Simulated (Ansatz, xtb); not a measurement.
System: MgCl, net charge 1, singlet state. 
Structure (B3LYP-D3(BJ)/def2-TZVP (Ansatz, a quantum-chemistry and plane-wave program) minimum search):
```xyz
2

Mg     0.0000     0.0000    -1.2414
Cl     0.0000     0.0000     0.8763
```
Charge +1, spin multiplicity 1.

Harmonic wavenumbers from GFN2-xTB (xtb, at its own minimum), cm⁻¹: 495.

Give the harmonic wavenumbers at B3LYP-D3(BJ)/def2-TZVP (Ansatz, finite differences of forces, unscaled).

541 cm⁻¹. Zero-point energy 0.8 kcal/mol.

From these and the geometry, give the ideal-gas thermochemistry at 298.15 K and 1 atm (rigid rotor, harmonic oscillator).

Point group C∞v, rotational symmetry number 1. Rotational constants 7.816, 7.816 GHz. S(trans) 38.18, S(rot) 15.26, S(vib) 0.56, S(elec, spin only) 0.00, S 54.0 cal/(mol K). H(298) - H(0) 2.20 kcal/mol; G - E(el) -13.1 kcal/mol.
